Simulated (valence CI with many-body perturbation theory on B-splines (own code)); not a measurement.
# Sb II: electric-dipole lines

Method: valence CI with perturbative core correlation (CI+MBPT): four valence electrons over a frozen Dirac-Fock core [Kr] 4d10, radial functions for each j: 11 s, 11 p, 10 d, 8 f, 5 g, 2 h, with the one-electron correlation potential Σ1, the two-electron term Σ2, the three-electron term Σ3, Breit, model QED; selected CI, second order for the rest, scaled by the run's own slope (own B-spline code, finite nucleus).

Set against measurement, 27 paired levels are off by 129 cm⁻¹ on average, the worst by 345. These come from a selection out of the NIST Handbook of Basic Atomic Spectroscopic Data. Levels without a partner in it may be off by more. Among the levels kept, up to 800 cm⁻¹ of a level comes from second order outside the variational space, and about a tenth of that is noise between levels of different J, which matters for small intervals.

Lines 101 to 150 of 511 in falling wavelength, among levels below 124632 cm⁻¹, chosen from the strongest by gf and those to the six lowest levels. Wavelengths and rates use the calculated energies, so an error of 100 cm⁻¹ moves a line at 11850 Å by 1.2 % and its rate by three times that or more. Electric multipoles are in the length gauge, E1 and E2 with the static RPA response of the core. Weak lines are less certain than strong ones. Lines between different terms over intervals too small for the method are left out, as are lines whose strength nearly cancels and 1 of this kind that miss the measured wavelength by over 7 %. Where a level lies close to another of its J and parity, the split of strength between their lines is uncertain. The highest levels of a list are the least certain.

Levels are named by their leading jj configuration (3d3/2^4 stands for four electrons in 3d with j = 3/2), which in mixed levels can hold well under half, so a name can repeat and another be missing. Letters in brackets count levels of one name in rising energy.

| λ vac (Å) | Upper | Lower | A (s⁻¹) | S (a.u.) with core polarisation | S without |
| --- | --- | --- | --- | --- | --- |
| 15780 | (5s^2 5p1/2 7p3/2) J=2 | (5s^2 5p1/2 7s) J=1 | 1.57e+07 | 1.52e+02 | 1.52e+02 |
| 15770 | (4f5/2 5s^2 5p1/2) J=3 | (5s 5p1/2 5p3/2^2) J=2 [c] | 1.60e+06 | 2.16e+01 | 2.16e+01 |
| 15700 | (5s^2 5p1/2 8s) J=1 | (5s^2 5p1/2 7p3/2) J=2 | 1.49e+07 | 8.56e+01 | 8.55e+01 |
| 15670 | (5s^2 5p3/2 6p3/2) J=0 | (5s^2 5p3/2 5d5/2) J=1 | 7.39e+06 | 1.40e+01 | 1.40e+01 |
| 15580 | (5s^2 5p1/2 7p3/2) J=1 | (5s^2 5p1/2 7s) J=0 | 1.13e+07 | 6.33e+01 | 6.34e+01 |
| 15570 | (5s^2 5p3/2 8s) J=1 | (5s^2 5p3/2 7p3/2) J=2 | 6.75e+06 | 3.77e+01 | 3.76e+01 |
| 15540 | (5s^2 5p1/2 7p1/2) J=0 | (5s^2 5p1/2 7s) J=1 | 1.54e+07 | 2.85e+01 | 2.86e+01 |
| 15480 | (5s^2 5p3/2 7p3/2) J=1 | (5s^2 5p3/2 7s) J=2 | 1.27e+07 | 6.97e+01 | 6.99e+01 |
| 15430 | (5s^2 5p3/2 8s) J=2 | (5s^2 5p3/2 7p3/2) J=1 | 4.73e+06 | 4.28e+01 | 4.28e+01 |
| 15320 | (5s^2 5p3/2 5f7/2) J=2 | (5s^2 5p1/2 7d3/2) J=1 | 2.75e+06 | 2.43e+01 | 2.44e+01 |
| 15300 | (5s^2 5p1/2 8d3/2) J=1 | (5s^2 5p3/2 7p3/2) J=0 | 2.04e+06 | 1.08e+01 | 1.08e+01 |
| 15230 | (5s^2 5p1/2 8s) J=0 | (5s^2 5p1/2 7p3/2) J=1 | 2.31e+07 | 4.02e+01 | 4.02e+01 |
| 14970 | (5s^2 5p3/2 5f5/2) J=4 | (5s^2 5p1/2 7d5/2) J=3 | 2.84e+06 | 4.24e+01 | 4.24e+01 |
| 14930 | (4f5/2 5s^2 5p3/2) J=3 | (5s^2 5p1/2 6d3/2) J=2 | 9.63e+05 | 1.11e+01 | 1.11e+01 |
| 14880 | (5s^2 5p3/2 7p3/2) J=2 | (5s^2 5p3/2 7s) J=2 | 2.65e+06 | 2.16e+01 | 2.16e+01 |
| 14860 | (5s^2 5p3/2 7p3/2) J=2 | (5s 5p3/2^3) J=1 | 4.59e+06 | 3.71e+01 | 3.72e+01 |
| 14640 | (5s^2 5p3/2 5g7/2) J=3 | (5s^2 5p1/2 5f5/2) J=2 | 1.51e+06 | 1.63e+01 | 1.64e+01 |
| 14510 | (5s^2 5p3/2 8s) J=2 | (5s^2 5p3/2 7p3/2) J=3 | 1.54e+07 | 1.16e+02 | 1.16e+02 |
| 14490 | (5s^2 5p3/2 5g9/2) J=4 | (5s^2 5p1/2 5f7/2) J=3 | 1.41e+06 | 1.91e+01 | 1.91e+01 |
| 14470 | (4f5/2 5s^2 5p3/2) J=2 | (5s^2 5p1/2 6d3/2) J=1 | 1.43e+06 | 1.07e+01 | 1.07e+01 |
| 14400 | (5s^2 5p3/2 8s) J=2 | (5s^2 5p3/2 7p1/2) J=2 | 1.04e+07 | 7.64e+01 | 7.63e+01 |
| 14360 | (5s^2 5p1/2 6f5/2) J=2 | (5s^2 5p3/2 6d5/2) J=1 | 3.51e+06 | 2.57e+01 | 2.57e+01 |
| 14280 | (5s^2 5p3/2 6d5/2) J=1 | (5s^2 5p1/2 7p3/2) J=2 | 2.78e+06 | 1.20e+01 | 1.19e+01 |
| 14010 | (5s^2 5p3/2 6d5/2) J=1 | (5s^2 5p1/2 7p3/2) J=1 | 3.45e+06 | 1.40e+01 | 1.40e+01 |
| 13780 | (5s^2 5p1/2 10s) J=1 | (5s^2 5p1/2 8p3/2) J=2 | 2.79e+06 | 1.08e+01 | 1.08e+01 |
| 13760 | (5s^2 5p3/2 7p3/2) J=0 | (5s^2 5p3/2 7s) J=1 | 8.55e+06 | 1.10e+01 | 1.10e+01 |
| 13650 | (5s^2 5p1/2 8s) J=1 | (5s^2 5p1/2 7p1/2) J=1 | 4.03e+06 | 1.52e+01 | 1.51e+01 |
| 13620 | (5s^2 5p1/2 9s) J=1 | (4f5/2 5s^2 5p3/2) J=1 [b] | 3.34e+06 | 1.25e+01 | 1.25e+01 |
| 13620 | (5s^2 5p1/2 8d5/2) J=3 | (5s^2 5p3/2 7p3/2) J=2 | 1.87e+06 | 1.63e+01 | 1.63e+01 |
| 13530 | (5s^2 5p1/2 8s) J=0 | (5s^2 5p1/2 7p1/2) J=1 | 1.14e+07 | 1.39e+01 | 1.39e+01 |
| 13350 | (5s^2 5p3/2 8s) J=1 | (4f5/2 5s^2 5p3/2) J=1 [b] | 5.44e+06 | 1.92e+01 | 1.92e+01 |
| 13080 | (5s^2 5p3/2 7p3/2) J=3 | (5s^2 5p1/2 6d5/2) J=2 | 3.90e+06 | 3.02e+01 | 3.02e+01 |
| 12990 | (5s^2 5p3/2 7p3/2) J=0 | (5s 5p3/2^3) J=1 | 1.12e+07 | 1.21e+01 | 1.21e+01 |
| 12910 | (5s^2 5p3/2 8s) J=1 | (4f5/2 5s^2 5p3/2) J=1 [a] | 3.21e+06 | 1.02e+01 | 1.02e+01 |
| 12570 | (5s^2 5p3/2 7d3/2) J=2 | (5s^2 5p3/2 7p3/2) J=2 | 2.20e+06 | 1.08e+01 | 1.08e+01 |
| 12560 | (5s^2 5p3/2 6d5/2) J=1 | (5s^2 5p1/2 7p1/2) J=1 | 7.62e+06 | 2.24e+01 | 2.24e+01 |
| 12420 | (5s^2 5p1/2 7d3/2) J=2 | (5s^2 5p1/2 7p3/2) J=2 | 3.69e+06 | 1.75e+01 | 1.75e+01 |
| 12400 | (5s^2 5p3/2 7d5/2) J=3 [a] | (5s^2 5p3/2 7p3/2) J=2 | 1.54e+06 | 1.02e+01 | 1.02e+01 |
| 12400 | (5s^2 5p1/2 8d5/2) J=3 | (5s^2 5p3/2 7p1/2) J=2 | 2.48e+06 | 1.63e+01 | 1.64e+01 |
| 12260 | (5s^2 5p3/2 5f5/2) J=2 | (5s^2 5p3/2 6d5/2) J=1 | 2.54e+06 | 1.15e+01 | 1.15e+01 |
| 12220 | (5s^2 5p1/2 7d3/2) J=2 | (5s^2 5p1/2 7p3/2) J=1 | 2.30e+06 | 1.03e+01 | 1.04e+01 |
| 12160 | (5s^2 5p3/2 7d5/2) J=1 | (5s^2 5p3/2 7p3/2) J=0 | 1.31e+07 | 3.49e+01 | 3.49e+01 |
| 12150 | (5s^2 5p1/2 5f5/2) J=2 | (5s^2 5p3/2 7s) J=1 | 7.07e+06 | 3.13e+01 | 3.13e+01 |
| 12050 | (5s^2 5p3/2 7d5/2) J=2 | (5s^2 5p3/2 7p3/2) J=2 | 5.77e+06 | 2.49e+01 | 2.49e+01 |
| 12030 | (5s^2 5p1/2 6g9/2) J=4 | (5s^2 5p3/2 7p3/2) J=3 | 1.40e+07 | 1.08e+02 | 1.09e+02 |
| 11880 | (5s^2 5p1/2 6f7/2) J=4 | (5s^2 5p3/2 6d5/2) J=3 | 2.83e+06 | 2.10e+01 | 2.11e+01 |
| 11850 | (5s^2 5p1/2 6p3/2) J=2 | (5s^2 5p1/2 5d5/2) J=3 | 7.77e+06 | 3.19e+01 | 3.17e+01 |
| 11760 | (5s^2 5p3/2 7d5/2) J=4 | (5s^2 5p3/2 7p3/2) J=3 | 1.77e+07 | 1.28e+02 | 1.28e+02 |
| 11740 | (5s^2 5p1/2 7d5/2) J=2 | (5s^2 5p1/2 7p3/2) J=2 | 3.77e+06 | 1.50e+01 | 1.51e+01 |
| 11680 | (5s^2 5p1/2 5f7/2) J=3 | (5s^2 5p3/2 7s) J=2 | 3.82e+06 | 2.10e+01 | 2.11e+01 |
